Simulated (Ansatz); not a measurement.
`B[Se][SiH2]F` and `B[Se]CF` differ in one element.

Ansatz, PBE0-D4/def2-TZVP geometries, multiplicity 1. Each molecule was computed in one conformer, which needn't be the lowest.

Scalar relativity is left out up to krypton.

| property | `B[Se][SiH2]F` |
| --- | --- |
| size of the dipole moment (ωB97M-V/def2-TZVPP) / D | 1.10 |
| HOMO–LUMO gap (ωB97M-V/def2-TZVPP) / eV | 10.39 |
| HOMO energy (PBE/def2-TZVPP) / eV | -7.13 |
| HOMO–LUMO gap (PBE0/def2-TZVPP) / eV | 6.36 |
| HOMO–LUMO gap (B3LYP/def2-TZVPP) / eV | 5.93 |
| HOMO–LUMO gap (PBE/def2-TZVPP) / eV | 4.40 |

(1) What does the change do to each property? (Best estimate.)

## Answers

(1) Computed: 
```json
{"property": "size of the dipole moment (ωB97M-V/def2-TZVPP) / D", "`B[Se]CF`": "1.47", "shift": "0.37"}
{"property": "HOMO–LUMO gap (ωB97M-V/def2-TZVPP) / eV", "`B[Se]CF`": "10.44", "shift": "0.05"}
{"property": "HOMO energy (PBE/def2-TZVPP) / eV", "`B[Se]CF`": "-6.88", "shift": "0.25"}
{"property": "HOMO–LUMO gap (PBE0/def2-TZVPP) / eV", "`B[Se]CF`": "6.38", "shift": "0.02"}
{"property": "HOMO–LUMO gap (B3LYP/def2-TZVPP) / eV", "`B[Se]CF`": "5.96", "shift": "0.03"}
{"property": "HOMO–LUMO gap (PBE/def2-TZVPP) / eV", "`B[Se]CF`": "4.42", "shift": "0.02"}
```

Dipoles are sizes alone; their direction can turn.

B3LYP here is the variant with VWN-RPA as its local correlation; programs differ in this.

Spin–orbit coupling is left out; it splits and shifts lone-pair levels of the heavy atoms by tenths of an eV.
